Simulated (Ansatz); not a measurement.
`CBNC` + H₂ → `BC` + CH₃NH₂ at 298.15 K and 1 bar (hydrogenolysis of a B–N bond).

Computed with Ansatz on PBE0-D4/def2-TZVP structures; ΔE is electronic, products minus reactants. CCSD(T)/CBS is the MP2 limit (def2-TZVPP, def2-QZVPP) plus CCSD(T) − MP2 in def2-TZVPP, frozen cores. This one scheme is used for every species. Each species was taken in one conformer, which may not be the lowest.

| species | CCSD(T)/CBS energy (Eh) | H − E (kJ/mol) | S (J/(mol·K)) |
| --- | --- | --- | --- |
| `CBNC` | -160.46148 | 293.9 | 307.1 |
| H₂ | -1.17544 | 35.1 | 130.4 |
| `BC` | -65.83255 | 158.6 | 247.5 |
| CH₃NH₂ | -95.75281 | 180.0 | 240.4 |

H − E and S are ideal-gas, rigid-rotor, harmonic terms from PBE0-D4/def2-TZVP, for one conformer and one mirror image of each species. The MP2-based limit puts H₂ 0.8 mEh under its directly extrapolated value; such offsets cancel only in part. 1 Eh = 2625.50 kJ/mol, R = 8.31446 J/(mol·K).

**Question.** By hand: ΔE, ΔH, ΔS and ΔG.

**Answer.** ΔE = (-65.83255) + (-95.75281) − (-160.46148) − (-1.17544) = 0.05156 Eh = 135.4 kJ/mol. Δ(H − E) = 158.6 + 180.0 − 293.9 − 35.1 = 9.6, so ΔH = 145.0 kJ/mol. ΔS = 247.5 + 240.4 − 307.1 − 130.4 = 50.4 J/(mol·K). ΔG = 145.0 − 298.15 × (50.4)/1000 = 130.0 kJ/mol.

**Question.** By hand: the equilibrium constant, and the temperature at which ΔG would vanish if ΔH and ΔS stayed fixed.

**Answer.** log₁₀ K = −ΔG/(RT ln 10) = -22.8. ΔG = 0 at ΔH/ΔS = 2877 K, far beyond where these terms or the molecules hold.

ΔH outweighs TΔS. A doubt of 5 kJ/mol in ΔE shifts log₁₀ K by 0.9 here. Other conformers and mirror images would add mixing entropy, several J/(mol·K) or more a flexible species. These are equilibria of isolated gas molecules and say nothing of rates. Largest T1 diagnostic: 0.011 (customary marks: 0.02 for closed shells, 0.045 for open ones).
